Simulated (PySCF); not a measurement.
Simulation results for BH3N

Computed with PySCF 2.14.0. Calculation on a computer-drawn molecule: vertical ionisation energy to the stated ion spin, frozen-core CCSD(T) at the basis limit and cheaper methods, single-reference cases, UHF for radicals, no spin-orbit; all values are single points at the evaluated structure, the first of each entry, which is the reference or a displaced copy of it and isn't optimised; the reference structure only sets the zero of the energies above reference; triples share is (T) over the correlation energy.

Common to all runs: charge 1; multiplicity 1; ion multiplicity 2; diffuse functions no; basis cc-pVnZ; reference is the Hartree-Fock double-zeta minimum; best is HF at quadruple zeta + MP2 correlation extrapolated from triple and quadruple zeta + CCSD(T) minus MP2 at triple zeta; basis step is the size of the change from the same recipe one zeta lower.

(1) BH3N

Evaluated structure:
```xyz
5
BH3N
B     -0.2479    -1.0182     0.7986
N      0.1399    -2.1310     1.3676
H     -0.6081    -0.0171     0.2754
H      1.0577    -2.5088     1.2920
H     -0.4567    -2.7123     1.9340
```

Reference structure:
```xyz
5
BH3N
B     -0.2462    -1.0135     0.7906
N      0.1450    -2.1266     1.3639
H     -0.5951    -0.0203     0.2791
H      1.0895    -2.4819     1.2890
H     -0.4710    -2.7057     1.9199
```

```
ionisation energy best                    : 20.16 eV
ionisation energy basis step              : 0.03094 eV
energy above reference best               : 0.4608 kcal/mol
energy above reference basis step         : 0.03786 kcal/mol
ionisation energy Koopmans at triple zeta : 20.33 eV
ionisation energy EOM CCSD at triple zeta : 19.99 eV
total energy HF triple zeta               : -80.6478 hartree
total energy CCSD(T) triple zeta          : -80.9588 hartree
total energy best                         : -80.9983 hartree
T1 diagnostic at triple zeta              : 0.01251
D1 diagnostic at triple zeta              : 0.03288
ion T1 diagnostic at triple zeta          : 0.00833
ion D1 diagnostic at triple zeta          : 0.02177
ion spin squared at triple zeta           : 0.7567
triples share at triple zeta              : 0.03433
basis functions triple zeta               : 102
```

Drawn bonds:
```csv
atom,other atom,order
1,2,1
1,3,1
2,4,1
2,5,1
```

Triple zeta:
```csv
method,ionisation energy (eV),energy above reference (kcal/mol)
HF,18.33,0.2198
PBE,20.24,0.5589
r2SCAN,20.02,0.4423
B3LYP,20.16,0.4802
wB97X,20.02,0.41
MP2,20.1,0.5158
CCSD,19.9,0.4514
CCSD(T),20.03,0.4968
```

(2) BH3N

Evaluated structure:
```xyz
5
BH3N
B     -0.2479    -1.0182     0.7986
N      0.1725    -2.2245     1.4154
H     -0.6081    -0.0171     0.2754
H      1.0903    -2.6023     1.3398
H     -0.4241    -2.8058     1.9818
```

Reference structure:
```xyz
5
BH3N
B     -0.2462    -1.0135     0.7906
N      0.1450    -2.1266     1.3639
H     -0.5951    -0.0203     0.2791
H      1.0895    -2.4819     1.2890
H     -0.4710    -2.7057     1.9199
```

```
ionisation energy best                    : 19.39 eV
ionisation energy basis step              : 0.02625 eV
energy above reference best               : 6.539 kcal/mol
energy above reference basis step         : 0.6776 kcal/mol
ionisation energy Koopmans at triple zeta : 19.55 eV
ionisation energy EOM CCSD at triple zeta : 19.22 eV
total energy HF triple zeta               : -80.6357 hartree
total energy CCSD(T) triple zeta          : -80.9502 hartree
total energy best                         : -80.9886 hartree
T1 diagnostic at triple zeta              : 0.01602
D1 diagnostic at triple zeta              : 0.04529
ion T1 diagnostic at triple zeta          : 0.009347
ion D1 diagnostic at triple zeta          : 0.0267
ion spin squared at triple zeta           : 0.7577
triples share at triple zeta              : 0.03638
basis functions triple zeta               : 102
```

Drawn bonds:
```csv
atom,other atom,order
1,2,1
1,3,1
2,4,1
2,5,1
```

Triple zeta:
```csv
method,ionisation energy (eV),energy above reference (kcal/mol)
HF,17.5,7.848
PBE,19.5,5.947
r2SCAN,19.25,6.836
B3LYP,19.4,6.947
wB97X,19.24,6.871
MP2,19.34,6.262
CCSD,19.12,6.32
CCSD(T),19.26,5.884
```

(3) BH3N

Evaluated structure:
```xyz
5
BH3N
B     -0.2161    -1.0495     0.8194
N      0.1330    -2.1893     1.3342
H     -0.6460     0.0234     0.2535
H      1.1456    -2.4457     1.3023
H     -0.4547    -2.7829     1.9425
```

Reference structure:
```xyz
5
BH3N
B     -0.2462    -1.0135     0.7906
N      0.1450    -2.1266     1.3639
H     -0.5951    -0.0203     0.2791
H      1.0895    -2.4819     1.2890
H     -0.4710    -2.7057     1.9199
```

```
energy above reference best  : ?
ionisation energy basis step : ?
total energy HF triple zeta  : ?
```

Drawn bonds:
```csv
atom,other atom,order
1,2,1
1,3,1
2,4,1
2,5,1
```

(4) BH3N

Evaluated structure:
```xyz
5
BH3N
B     -0.2381    -0.9431     0.7901
N      0.1417    -2.2427     1.3054
H     -0.6564     0.0243     0.2310
H      1.2546    -2.4957     1.2402
H     -0.3909    -2.7092     1.9124
```

Reference structure:
```xyz
5
BH3N
B     -0.2462    -1.0135     0.7906
N      0.1450    -2.1266     1.3639
H     -0.5951    -0.0203     0.2791
H      1.0895    -2.4819     1.2890
H     -0.4710    -2.7057     1.9199
```

```
energy above reference best       : ?
total energy CCSD(T) triple zeta  : ?
energy above reference basis step : ?
```

Drawn bonds:
```csv
atom,other atom,order
1,2,1
1,3,1
2,4,1
2,5,1
```

Question: Give the missing energy above reference best for BH3N (entry 3).
Answer: 5.013 kcal/mol

Question: BH3N (entry 3): ionisation energy basis step?
Answer: 0.03095 eV

Question: Give the missing total energy HF triple zeta for BH3N (entry 3).
Answer: -80.6381 hartree

Question: What energy above reference best does the calculation give for BH3N (entry 4)?
Answer: 20.94 kcal/mol

Question: BH3N (entry 4): total energy CCSD(T) triple zeta?
Answer: -80.9275 hartree

Question: What energy above reference basis step does the calculation give for BH3N (entry 4)?
Answer: 0.8971 kcal/mol

Further results for BH3N (entry 3):

```
ionisation energy best                    : 20.09 eV
energy above reference basis step         : 0.06399 kcal/mol
ionisation energy Koopmans at triple zeta : 20.32 eV
ionisation energy EOM CCSD at triple zeta : 19.93 eV
total energy CCSD(T) triple zeta          : -80.9517 hartree
total energy best                         : -80.9911 hartree
T1 diagnostic at triple zeta              : 0.01252
D1 diagnostic at triple zeta              : 0.03256
ion T1 diagnostic at triple zeta          : 0.008683
ion D1 diagnostic at triple zeta          : 0.02244
ion spin squared at triple zeta           : 0.7573
triples share at triple zeta              : 0.03514
basis functions triple zeta               : 102
```

Triple zeta:
```csv
method,ionisation energy (eV),energy above reference (kcal/mol)
HF,18.26,6.333
PBE,20.16,3.842
r2SCAN,19.94,4.776
B3LYP,20.08,4.908
wB97X,19.95,4.883
MP2,20.04,5.262
CCSD,19.83,5.124
CCSD(T),19.96,4.954
```

Further results for BH3N (entry 4):

```
ionisation energy best                    : 19.17 eV
ionisation energy basis step              : 0.02218 eV
ionisation energy Koopmans at triple zeta : 19.37 eV
ionisation energy EOM CCSD at triple zeta : 19 eV
total energy HF triple zeta               : -80.6094 hartree
total energy best                         : -80.9657 hartree
T1 diagnostic at triple zeta              : 0.01783
D1 diagnostic at triple zeta              : 0.05132
ion T1 diagnostic at triple zeta          : 0.01028
ion D1 diagnostic at triple zeta          : 0.03005
ion spin squared at triple zeta           : 0.7589
triples share at triple zeta              : 0.03792
basis functions triple zeta               : 102
```

Triple zeta:
```csv
method,ionisation energy (eV),energy above reference (kcal/mol)
HF,17.24,24.36
PBE,19.28,19.56
r2SCAN,19.03,21.32
B3LYP,19.17,21.46
wB97X,19,21.85
MP2,19.12,20.73
CCSD,18.89,20.95
CCSD(T),19.04,20.13
```
